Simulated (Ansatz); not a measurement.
Mulliken charges of `C=C[Si](F)(F)F` from r2SCAN/def2-TZVPP in Ansatz (PBE0-D4/def2-TZVP geometry).

```
atom   x (Å)   y (Å)   z (Å)  charge (e)
  C1   0.198  -1.494   0.355      -0.115
  C2   0.387  -0.202   0.613      -0.242
 Si3  -0.263   1.106  -0.481       0.988
  F4  -1.038   0.473  -1.702      -0.297
  F5   0.885   2.018  -1.063      -0.300
  F6  -1.259   2.070   0.271      -0.300
  H7   0.585  -2.271   1.007       0.087
  H8  -0.351  -1.828  -0.519       0.095
  H9   0.944   0.082   1.503       0.083
```

Problem. By hand: the dipole of these point charges (1 e Å = 4.8032 D).

Solution. Σ q r = (0.140, -0.418, 0.242) e Å, of length 0.503 e Å = 2.42 D.

Problem. How does the dipole of the full density compare? (Estimate.)

Solution. Ansatz gave: (0.157, -0.424, 0.268) e Å, 2.52 D; the point charges give 0.96 times that, at 2° from its direction.

Point charges leave out the atoms' own dipoles, such as those of lone pairs, and Mulliken's split depends on the basis, so the close match here is no proof of good charges.
